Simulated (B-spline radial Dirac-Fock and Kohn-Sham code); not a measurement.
Dipole and non-dipole photoemission parameters of Pm 3p3/2

System: atomic promethium in the configuration 1s2 2s2 2p6 3s2 3p6 3d10 4s2 4p6 4d10 4f5 5s2 5p6 6s2; threshold 1357.0 eV (tabulated edge). The computed values come from a radial atomic solver: Dirac-Hartree-Slater photoionisation with a Latter tail; cross sections with all multipoles, angular parameters from the dipole term and its interference with E2.

| hν (eV) | σ (kb) | β | γ | δ |
| --- | --- | --- | --- | --- |
| 1460 | 192 | 0.693 | 0.159 | 0.164 |
| 1480 | 189 | 0.773 | 0.214 | 0.150 |
| 1730 | 152 | 1.245 | 0.299 | 0.051 |
| 2000 | 121 | 1.431 | 0.152 | 0.020 |
| 4000 | 32.0 | 1.662 | 0.068 | 0.010 |
| 5414.7 | 16.3 | 1.651 | 0.333 | 0.016 |
| 5460 | 16.0 | 1.650 | 0.342 | 0.016 |
| 6230 | 11.7 | 1.634 | 0.492 | 0.020 |
| 8800 | 4.94 | 1.567 | 0.942 | 0.034 |
| 9210 | 4.40 | 1.556 | 1.006 | 0.037 |
| 11200 | ? | ? | ? | ? |
| 12500 | 1.94 | 1.468 | 1.456 | 0.060 |

Question: Give the values at 11200 eV.

Answer: σ = 2.62 kb, β = 1.502, γ = 1.293, δ = 0.050.
